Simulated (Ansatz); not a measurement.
Relaxation of BFHInO (5 atoms, charge 0, multiplicity 1), to a largest force component of 0.02 eV/Å in at most 40 steps.

Computed with Ansatz, RKS PBE-D4/def2-SVP.

```xyz
5
Properties=species:S:1:pos:R:3:forces:R:3
F -0.972 -1.067 0.436 -1121.90 583.74 1010.23
In -0.481 -1.322 -0.006 1121.60 -585.81 -1010.09
B 0.675 0.678 -0.203 -3.00 0.55 3.67
O 0.121 0.779 1.105 2.21 0.18 -3.53
H 0.706 0.859 -1.373 1.09 1.35 -0.28
```

Q: Where does it end, and by what steps?

A: The run converged. After 38 steps the energy has fallen by 321.992 eV; In2 moved furthest, 1.58 Å. The start is strongly strained (largest force component 1122 eV/Å), so its close contacts needn't be bonds. Parted: F1–In2, In2–B3. Joined: F1–B3.

| step | energy less start (eV) | largest force component (eV/Å) | accepted |
| --- | --- | --- | --- |
| 0 | 0.0000 | 1121.897 | yes |
| 2 | -290.8617 | 112.067 | yes |
| 4 | -317.3888 | 14.737 | yes |
| 6 | -319.3041 | 5.369 | yes |
| 8 | -320.0967 | 1.223 | yes |
| 10 | -320.1800 | 0.597 | yes |
| 12 | -320.1982 | 0.354 | yes |
| 14 | -320.2354 | 0.382 | yes |
| 16 | -320.2735 | 1.178 | yes |
| 18 | -320.3236 | 0.159 | yes |
| 20 | -320.3365 | 1.088 | yes |
| 22 | -320.4235 | 0.402 | yes |
| 24 | -320.5562 | 0.532 | yes |
| 26 | -320.7588 | 0.849 | yes |
| 28 | -321.2641 | 2.462 | yes |
| 30 | -321.8654 | 0.931 | yes |
| 32 | -321.9838 | 0.237 | yes |
| 34 | -321.9889 | 0.223 | yes |
| 36 | -321.9918 | 0.059 | yes |
| 38 | -321.9921 | 0.008 | yes |

```xyz
5
Properties=species:S:1:pos:R:3
F -1.289 0.045 -0.441
In 0.219 -2.043 1.211
B 0.000 0.521 -0.317
O 0.896 -0.194 0.357
H 0.223 1.597 -0.851
```

Run time: 87 s on 2 threads of Arm Neoverse N1, with other jobs on the host, peak memory 0.17 GiB.
